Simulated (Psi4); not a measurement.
C$_{2}$H$_{7}$O (SMILES CC[OH2+]), charge +1, singlet, at a GFN2-xTB geometry. Base run: MP2/def2-SV(P) (Psi4).

The Psi4 input:
```
memory 2 GB

molecule mol {
1 1
C     1.229002   -0.376044   -0.006615
C     0.082470    0.601032   -0.001554
O    -1.187187   -0.179769   -0.072140
H    -1.974657    0.385114    0.075086
H     0.076743    1.220246    0.897416
H     0.082282    1.229470   -0.893188
H     2.164696    0.175836   -0.029370
H     1.232477   -0.994834    0.888186
H     1.195690   -1.010221   -0.888520
H    -1.148565   -0.917390    0.576526
}

set {
  basis def2-sv(p)
  reference rhf
}

energy('mp2')
print_variables()
```

Variants of this job, named by their change:

```json
[
 {"change": "base", "ΔE vs base (kcal/mol)": "0.000", "MP2 correlation (Eh)": "-0.44148", "basis functions": "56"},
 {"change": "method = lccd", "ΔE vs base (kcal/mol)": "[?]", "MP2 correlation (Eh)": "-0.44177", "basis functions": "56"},
 {"change": "cc_type = df", "ΔE vs base (kcal/mol)": "0.000", "MP2 correlation (Eh)": "-0.44148", "basis functions": "56"},
 {"change": "method = mp4", "ΔE vs base (kcal/mol)": "-28.66", "MP2 correlation (Eh)": "-0.44177", "basis functions": "56"},
 {"change": "method = cisd", "ΔE vs base (kcal/mol)": "[?]", "MP2 correlation (Eh)": "-0.44177", "basis functions": "56"},
 {"change": "method = fno-ccsd(t)", "ΔE vs base (kcal/mol)": "-29.82", "MP2 correlation (Eh)": "-0.44177", "basis functions": "56"},
 {"change": "method = qcisd(t)", "ΔE vs base (kcal/mol)": "-29.97", "MP2 correlation (Eh)": "-0.44177", "basis functions": "56"},
 {"change": "scf_type = pk; mp2_type = conv", "ΔE vs base (kcal/mol)": "-0.224", "MP2 correlation (Eh)": "-0.44177", "basis functions": "56"},
 {"change": "method = mp2.5", "ΔE vs base (kcal/mol)": "-8.91", "MP2 correlation (Eh)": "-0.44148", "basis functions": "56"},
 {"change": "method = mp3", "ΔE vs base (kcal/mol)": "[?]", "MP2 correlation (Eh)": "-0.44148", "basis functions": "56"}
]
```

Q: Complete the blanks.

A: 
- method = lccd, ΔE vs base (kcal/mol): -27.78
- method = cisd, ΔE vs base (kcal/mol): 8.91
- method = mp3, ΔE vs base (kcal/mol): -17.83
